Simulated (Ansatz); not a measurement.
Basis-set extrapolation for `OCCBF` (PBE0-D4/def2-TZVP geometry, frozen core, Ansatz 0.2.0). Multiplicity 1, RHF reference.

```json
{"": "HF", "def2-TZVPP": "-278.383088", "def2-QZVPP": "-278.396010"}
{"": "MP2 correlation", "def2-TZVPP": "-0.933259", "def2-QZVPP": "-1.005675"}
{"": "CCSD(T) correlation", "def2-TZVPP": "-1.000554", "def2-QZVPP": "not run"}
```

Energies in hartree. Use E(X) = E(∞) + A·exp(−7.88·√X) for Hartree–Fock and E(X) = E(∞) + B·X^(−2.97) for correlation, with X = 3 and 4, and add CCSD(T) minus MP2 of the smaller set to the MP2 limit.

Q: What is the CCSD(T) energy at the basis-set limit?

A: HF limit: -278.396010 + (-0.012922) × 0.13774 = -278.39779. MP2 limit: -1.005675 + (-0.072416) × 0.74074 = -1.05932. Higher-order term: -1.000554 − (-0.933259) = -0.06729. Total: -279.52440 hartree, 369.6 kJ/mol below CCSD(T)/def2-TZVPP.
